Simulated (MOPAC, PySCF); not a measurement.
[Hf(NH2)4], neutral singlet in the gas phase. 

Z-matrix (Å, degrees):
```
Hf
N 1 2.0586
H 2 1.0256 1 129.02
H 2 1.0276 3 107.66 1 -175.19
N 1 2.0587 2 110.05 3 105.85
H 5 1.0256 1 128.99 2 13.50
H 5 1.0276 6 107.66 1 175.22
N 1 2.0587 2 108.26 3 -133.82
H 8 1.0256 1 129.04 2 -133.79
H 8 1.0276 9 107.66 1 -175.19
N 1 2.0588 2 110.04 3 -13.48
H 11 1.0256 1 129.00 2 -105.65
H 11 1.0276 12 107.65 1 175.23
```
Charge 0, spin multiplicity 1.

All levels are single points at this geometry (PBE-D3(BJ)/def2-SVP); Pople sets use spherical d functions. Orbital energies aren't observables, and empty levels follow the basis.

M06-2X/6-31G* (LANL2DZ on Hf) in PySCF gives gap (eV) = 8.66.

### Question
Estimate the gap (eV) from each of these levels: B3LYP-D3(BJ)/def2-TZVP in PySCF; PBE-D3(BJ)/def2-TZVP in PySCF; TPSSh-D3(BJ)/def2-TZVP in PySCF; B3LYP/6-31G* (LANL2DZ on Hf) in PySCF; BP86/6-31G* (LANL2DZ on Hf) in PySCF; SVWN5/6-31G* (LANL2DZ on Hf) in PySCF; HF/6-31G* (LANL2DZ on Hf) in PySCF; PM7 in MOPAC.

### Answer

```json
[
 {"level": "B3LYP-D3(BJ)/def2-TZVP in PySCF", "gap (eV)": "6.24"},
 {"level": "PBE-D3(BJ)/def2-TZVP in PySCF", "gap (eV)": "4.70"},
 {"level": "TPSSh-D3(BJ)/def2-TZVP in PySCF", "gap (eV)": "5.79"},
 {"level": "B3LYP/6-31G* (LANL2DZ on Hf) in PySCF", "gap (eV)": "6.43"},
 {"level": "BP86/6-31G* (LANL2DZ on Hf) in PySCF", "gap (eV)": "4.68"},
 {"level": "SVWN5/6-31G* (LANL2DZ on Hf) in PySCF", "gap (eV)": "4.65"},
 {"level": "HF/6-31G* (LANL2DZ on Hf) in PySCF", "gap (eV)": "12.19"},
 {"level": "PM7 in MOPAC", "gap (eV)": "11.25"}
]
```
